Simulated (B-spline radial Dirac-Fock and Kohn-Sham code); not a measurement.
**Satellites and hypersatellites of the K lines of Tb**

System: neutral terbium in the configuration [Xe] 4f9 6s2.

These are calculated numbers from an atomic code on a B-spline grid; the model is Dirac-Fock (average of configuration) total-energy differences with a finite nucleus, the Breit interaction including its frequency dependence, and self-energy and vacuum-polarisation corrections. Each two-hole energy is an average over J within one jj subconfiguration, not an observable level; in light atoms, where LS coupling holds, the j-resolved values are not observed lines, and for a K spectator the Kα1 hypersatellite is nearly forbidden. Correlation energy is missing from these numbers.

Lines without a spectator: Kα2 (K-L2) 43741.8 eV, Kα1 (K-L3) 44479.8 eV, Kβ3 (K-M2) 50226.6 eV, Kβ1 (K-M3) 50381.5 eV. Shifts in eV with one spectator hole (a dash: not computed, or left out as unreliable):

```tsv
spectator hole	Kα2	Kα1	Kβ3	Kβ1
K (1s)	+813.4	+859.5	+1048.1	+1058.6
L2 (2p1/2)	+98.6	+129.2	–	+256.9
L3 (2p3/2)	+83.1	+87.7	+207.5	–
M2 (3p1/2)	–	+18.91	+38.9	+46.2
M3 (3p3/2)	+11.75	–	+35.7	+35.7
M4 (3d3/2)	+3.75	+0.40	–	–
M5 (3d5/2)	-0.88	+2.33	–	–
```
